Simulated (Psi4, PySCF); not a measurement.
Here is a job for PySCF.
```python
from pyscf import gto, scf, dft

mol = gto.Mole()
mol.atom = '''
    O    -1.252095    0.438580   -0.246412
    Si   -0.035404   -0.368871    0.270178
    O     1.314051    0.206944   -0.226399
'''
mol.basis = '6-311g**'
mol.charge = 0
mol.spin = 2
mol.verbose = 3
mol.build()

mf = dft.UKS(mol)
mf.xc = 'pbe'
mf.grids.atom_grid = (99, 590)
mf.grids.prune = None
mf.kernel()
```

Problem. Convert this to an input for Psi4.

Solution. Several could match; the one computed here: 
```
memory 2 GB

molecule mol {
0 3
  O    -1.252095    0.438580   -0.246412
  Si   -0.035404   -0.368871    0.270178
  O     1.314051    0.206944   -0.226399
}

set basis 6-311g**
set reference uks
set scf_type pk
set puream true
set d_convergence 1e-8
set dft_radial_points 99
set dft_spherical_points 590

energy('pbe')
print_variables()
```

Both were run: PySCF gave -439.613168 Eh and Psi4 -439.613167 Eh, 0.001 mEh apart.
